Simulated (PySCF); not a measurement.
Input for PySCF: R-HF/3-21G on ClGeH3 (SMILES [Cl][GeH3]), a point of a bond scan (R = 1.957 Å).

```python
from pyscf import gto, scf, dft, mp
from pyscf.data.elements import chemcore

mol = gto.M(
    atom='''
    Ge   -0.68437382    0.03163627    0.00355747
    Cl    1.27091799   -0.05875020   -0.00660640
    H    -1.06958507    1.46669244   -0.37372973
    H    -1.14315274   -0.32666519    1.42174700
    H    -1.18623477   -0.98290436   -1.03034895
    ''',
    basis='3-21g',
    charge=0, spin=0, verbose=3, max_memory=1800)
mf = scf.RHF(mol)
mf.conv_tol = 1e-8
mf.max_cycle = 100
mf.kernel()
if not mf.converged:
    mf = mf.newton().run(mf.mo_coeff, mf.mo_occ)
```

Q: What total energy does the run end on?

A: -2524.3644 hartree.
